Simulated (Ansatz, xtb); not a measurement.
## C6H7FO: which of two isomers lies lower

Structure a is `C=CC1(C(=O)F)CC1`, a singlet and structure b is `O=C1C=CC[C@H](F)C1`, a singlet. Both are isolated molecules in the gas phase, relaxed with B3LYP/def2-SVP; the shapes shown needn't be the lowest conformers.

a (Å):

```xyz
15

C    -0.7516    0.9248    1.4439
C    -0.7651    0.9603    0.1076
C    -1.7087    1.7372   -0.7515
C    -1.4819    1.5673   -2.2115
C    -2.2236    3.1100   -0.2877
C    -3.1601    1.9630   -0.2982
F    -2.3659    2.2913   -2.9500
O    -0.6591    0.9058   -2.7555
H    -0.0141    0.3212    1.9780
H    -1.4610    1.4849    2.0622
H    -0.0291    0.3778   -0.4541
H    -1.8091    3.4509    0.6644
H    -2.3397    3.8832   -1.0503
H    -3.4201    1.4789    0.6465
H    -3.9341    1.9305   -1.0679
```

b (Å):

```xyz
15

C    -1.2723    0.1622    0.2867
C    -0.7883   -0.1818   -1.0709
C     0.3874   -0.8015   -1.2783
C     1.3121   -1.2172   -0.1675
C     0.6120   -1.2936    1.1870
C    -0.2988   -0.1001    1.4348
F    -0.1689   -2.4476    1.2090
O    -2.3597    0.6692    0.4755
H    -1.4498    0.0938   -1.8966
H     0.7085   -1.0198   -2.3030
H     2.1588   -0.5066   -0.1064
H     1.7610   -2.1994   -0.3901
H     1.3552   -1.3936    1.9967
H     0.3200    0.8085    1.5529
H    -0.8741   -0.2258    2.3634
```

Task: Estimate E(b) − E(a) at the level CCSD(T)/def2-SVP + ΔMP2/def2-TZVPP.

Result: Calculated at CCSD(T)/def2-SVP + ΔMP2/def2-TZVPP: E(b) − E(a) = −0.673 eV, so structure b lies lower.

The same difference at several levels:

```csv
level,geometry,E(b) − E(a) (eV),departure from the last row (eV),"job, with rough time for the two"
GFN2-xTB,GFN2-xTB,−0.759,−0.086,"optimisation, 0.32 s"
HF/STO-3G,GFN2-xTB,−1.639,−0.967,"single point, 0.4 s"
r2SCAN-D4/def2-SVP,GFN2-xTB,−0.592,+0.081,"single point, 2.5 s"
B3LYP/def2-SVP,B3LYP/def2-SVP,−0.643,+0.030,"optimisation, 32 s"
HF/def2-SVP,B3LYP/def2-SVP,−0.746,−0.073,part of the CCSD(T) run
MP2/def2-SVP,B3LYP/def2-SVP,−0.483,+0.190,part of the CCSD(T) run
CCSD(T)/def2-SVP,B3LYP/def2-SVP,−0.581,+0.092,single point
CCSD(T)/def2-SVP + ΔMP2/def2-TZVPP,B3LYP/def2-SVP,−0.673,,"single point, 58 s"
```

As drawn, both hold the same kinds of bond in the same numbers. Structure a has a 3-membered ring, b a 6-membered ring.

The levels shown agree on the order. The largest departure from CCSD(T)/def2-SVP + ΔMP2/def2-TZVPP is that of HF/STO-3G, 0.967 eV. The last row adds to CCSD(T) the change of the MP2 difference between the two basis sets, here −0.092 eV.

With thermal terms from frequencies at re-optimised GFN2-xTB minima (ideal gas, soft modes damped towards free rotors, one conformer each, 298.15 K, 1 atm): on the last row, ΔE + ΔZPE = −0.621, ΔH = −0.645, ΔG = −0.598 eV.

The correlated steps freeze 8 core orbitals. Mirror images aren't counted in ΔG. Codes used: Ansatz 0.2.0, xtb 6.7.1; the last row on 4 threads of Intel(R) Xeon(R) Platinum 8375C CPU @ 2.90GHz (Ice Lake) on a shared host.
